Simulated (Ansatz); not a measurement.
System: TeF3, charge 0, multiplicity 2. SMILES: F[Te](F)F
Coordinates optimised at B3LYP-D3(BJ)/def2-TZVP (Ansatz, a quantum-chemistry and plane-wave program):
```xyz
4

Te    -0.0002    -0.2213     0.1277
F     -1.9117    -0.2539    -0.2983
F      0.0010     1.4032    -0.8097
F      1.9116     0.1291     0.3703
```
Charge 0, spin multiplicity 2.

Wanted: atomisation energy, in kcal/mol. Set-up: dispersion terms only where a functional's name holds one; STO-3G and 3-21G all-electron and non-relativistic; UHF or UKS for open shells; 6-31G* and kin with 6d, 5d where marked; spin-orbit terms left out; LANL2DZ with its own core potentials from Na on; atomisation electronic, to ground-state atoms; def2 sets with scalar-relativistic core potentials past Kr. First-principles rows: single points at B3LYP-D3(BJ) geometries (Ansatz). The spin state of an ion or metal species was assumed, not searched.

```tsv
level	program	atomisation energy (kcal/mol)
B3LYP/STO-3G	Ansatz	139.3
B3LYP/3-21G	Ansatz	197.5
B3LYP/LANL2DZ	Ansatz	200.1
B3LYP/def2-SVP	Ansatz	234.0
B3LYP/6-31G* with LANL2DZ past Ar	Ansatz	226.0
B3LYP/def2-TZVPD	Ansatz	251.1
```

No value to compare with is used here. The 5 habitual levels span 139.3 (B3LYP/STO-3G) to 234.0 kcal/mol (B3LYP/def2-SVP); B3LYP/def2-TZVPD gives 251.1.

The sets are all those run for this method; runs whose electronic state is in doubt are left out.
